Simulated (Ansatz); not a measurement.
The same path of ClH3Sn + H4Si (10 atoms, charge 0, multiplicity 1) was run twice with different band settings. Lost on the way: Sn1–H2, Si6–H10. Made: Sn1–Si6, H2–H10.

Method: RKS PBE-D4/def2-SVP (Ansatz 0.2.0).

Relaxed end points:

```xyz
10
Properties=species:S:1:pos:R:3
Sn -0.320 -0.640 -0.162
H -0.610 -1.027 1.492
H 1.354 -0.501 -0.544
Cl -1.271 1.519 -0.511
H -1.161 -1.687 -1.242
Si 1.358 2.975 1.432
H 2.494 3.575 2.219
H 1.672 3.077 -0.031
H 0.089 3.707 1.763
H 1.233 1.527 1.825
```

```xyz
10
Properties=species:S:1:pos:R:3
Sn 0.243 0.512 -0.614
H -0.005 -0.057 2.883
H 1.412 -0.138 -1.712
Cl -1.479 1.437 -1.989
H -0.517 -0.767 0.270
Si 1.075 2.503 0.806
H 2.235 2.080 1.666
H 1.515 3.598 -0.124
H -0.046 2.992 1.676
H 0.403 0.366 3.379
```

Common settings: movable images 7; climbing image yes; optimiser quadratic models (default); start path through a guess of the saddle point; force threshold 0.03 eV/Å; iteration limit 60; end points relaxed.

| run | spring |
| --- | --- |
| 1 | 5.0 eV/Å² |
| 2 | 0.1 eV/Å² |

Q: What does each run give, and how far can it be trusted?

A: Run 1: converged after 26 iterations, highest image 2.415 eV above the first end. Beside the main top the profile has a ripple of under 15 meV (maxima at images 4, 7), which may be a very shallow well or noise. Neighbouring images differ by up to 2.4 eV, so the band resolves the path poorly. A vibrational analysis at the climbing image gives one clearly imaginary mode, 1407i cm⁻¹: a first-order saddle point.
Run 2: converged after 33 iterations, highest image 2.415 eV above the first end. Beside the main top the profile has a ripple of under 15 meV (maxima at images 4, 7), which may be a very shallow well or noise. Neighbouring images differ by up to 2.4 eV, so the band resolves the path poorly. Another band between the same ends (7 images) ends at a top of the same energy, where a vibrational analysis finds 1 clearly imaginary mode.
The orbitals stay closed-shell, which can raise the energy where a bond breaks towards radicals; this wasn't checked here.
